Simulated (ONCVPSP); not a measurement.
PBE ONCV dataset for N, fully relativistic all-electron reference.

| Item | Value |
| --- | --- |
| Element | N |
| Generator | ONCVPSP 4.0.1 |
| Type | optimised norm-conserving Vanderbilt (ONCV) |
| Functional | PBE |
| Relativity | fully relativistic |
| Frozen core | [He] |
| Valence charge | 5 |
| Reference configuration | 2s2 2p3 |
| Partial waves | 2s: rc 0.95 bohr, ncon 4, nbas 9, qcut 6.5 1/bohr, 2 projectors, debl 0.8 Ha; 2p: rc 1.95 bohr, ncon 3, nbas 7, qcut 8.6 1/bohr, 2 projectors, debl 1.2 Ha |
| Local potential | polynomial inside 0.80 bohr (lpopt 5, dvloc0 6 Ha) |
| Core correction | polynomial model core, fcfact 0.3 |

Open shells are filled in proportion to 2j + 1.

* Cutoffs needed: 46 Ha and 234 Ha (the cutoffs (Ha) at which the residual kinetic energy of the hardest occupied pseudo-wave falls to 1 and 0.1 mHa per electron)
* Ghost test: no bound ghost flagged; GHOST(+) flags only above 600 eV
* Largest excitation error: +1203 meV (all-electron minus pseudo) for 2s2 2p0, out of 4 test configurations
* rms error of d²Exc/dni dnj: 9.02 mHa without and 8.65 mHa with the model core
